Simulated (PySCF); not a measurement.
Ge(OH)(NH2), H3GeNO, SMILES [Ge]([NH2])[OH], PBE0/def2-SVP optimised geometry.

```
6

Ge    -0.50    -1.27     0.00
O      1.29    -1.27     0.00
H      1.73    -0.41     0.00
N     -0.79     0.54     0.00
H     -0.08     1.27     0.00
H     -1.73     0.92     0.00
```

Density from PBE0/def2-TZVP (PySCF) at that geometry.

Minimum of the electron density along straight lines between bonded atoms, close to the bond critical point (lines longer than 1.1 times the sum of covalent radii, or with two minima, are not listed):

```tsv
bond	length / Å	ρ at the minimum / e bohr⁻³	∇²ρ there / e bohr⁻⁵	position (fraction from the first atom)
Ge1–O2	1.793	0.137	…	0.47
O2–H3	0.964	…	…	0.80
Ge1–N4	1.828	0.137	0.50	0.47
N4–H5	1.017	0.330	-1.58	0.74
N4–H6	1.015	0.332	-1.62	0.74
```

Task: Complete the blanks.

Result: 
- Ge1–O2, ∇²ρ there / e bohr⁻⁵: 0.63
- O2–H3, ρ at the minimum / e bohr⁻³: 0.356
- O2–H3, ∇²ρ there / e bohr⁻⁵: -2.36
